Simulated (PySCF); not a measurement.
C2H3O3, charge -1, multiplicity 1. Atoms are numbered in the order given.

```xyz
8

C      0.0205     1.7834     0.0000
O      0.7238     0.5662     0.0000
C     -0.0614    -0.6682     0.0000
O      0.6669    -1.6693     0.0000
O     -1.2998    -0.5262     0.0000
H     -1.0638     1.5914     0.0000
H      0.2910     2.3759     0.8960
H      0.2910     2.3759    -0.8960
```
Charge -1, spin multiplicity 1.

Geometry: TPSSh-D3(BJ)/def2-SVPD. The geometry has at least one imaginary mode, so it is a saddle point at that level. The spin state was assumed, not searched. The isomer is the one that the SMILES or the coordinates give; other isomers of the formula were not compared.

All values below come from B3LYP/pcSseg-1 run with PySCF.

GIAO shieldings, no solvent; atoms listed in one row are averaged. δ = σ(ref) − σ: ¹³C against TMS (σ = 181.3 ppm); ¹⁷O against H2O (σ = 333.8 ppm); ¹H against TMS (σ = 31.68 ppm), references at their B3LYP-D3(BJ)/def2-TZVP geometries, non-relativistic.

Computed chemical shifts:
| nucleus | atoms | count | δ (ppm) |
|---|---|---|---|
| ¹³C | C3 | 1 | 161.2 |
| ¹³C | C1 | 1 | 54.1 |
| ¹⁷O | O4 | 1 | 248.5 |
| ¹⁷O | O5 | 1 | 218.6 |
| ¹⁷O | O2 | 1 | 147.4 |
| ¹H | H6, H7, H8 | 3 | 3.83 |
